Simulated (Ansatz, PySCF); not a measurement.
GaH3O2Se, SMILES [OH][Ga]([OH])[SeH].

The structure is a stationary point at PBE-D3(BJ)/def2-SVP. The structure was generated by enumeration; whether it is a known compound was not checked. Other conformers were not sampled.

Vertical ionisation energy (IE) and electron affinity (EA) in eV. Rows of orbital energies are one-electron estimates. Where ΔSCF, EOM or ADC give a negative EA the extra electron is unbound and the value depends on the basis.

```
level                                                                  IE    EA
-------------------------------------------------------------------  ----  ----
−ε(HOMO), −ε(LUMO), ωB97X/def2-TZVP (PySCF)                             ?     ?
−ε(HOMO), −ε(LUMO), PBE/def2-TZVP (PySCF)                            6.30  2.00
ΔSCF, PBE0/def2-SVPD (Ansatz), final states of multiplicity 2 and 2  9.77  0.00
ΔSCF, PBE/def2-SVPD (Ansatz), final states of multiplicity 2 and 2   9.50  0.18
```

Task: What belongs in the gaps? (The exact figures need the calculation; the answer reports its results.)

Result: 
- −ε(HOMO), −ε(LUMO), ωB97X/def2-TZVP (PySCF), IE: 9.79
- −ε(HOMO), −ε(LUMO), ωB97X/def2-TZVP (PySCF), EA: -0.86

Task: What vertical singlet–triplet gap does ΔSCF give with PBE0/def2-SVPD (Ansatz, a quantum-chemistry and plane-wave program) and with PBE/def2-SVPD (Ansatz)? (Estimate from the structure and the level; the computed values follow.)

Result: 4.75 and 4.38 eV (triplet above singlet where positive).
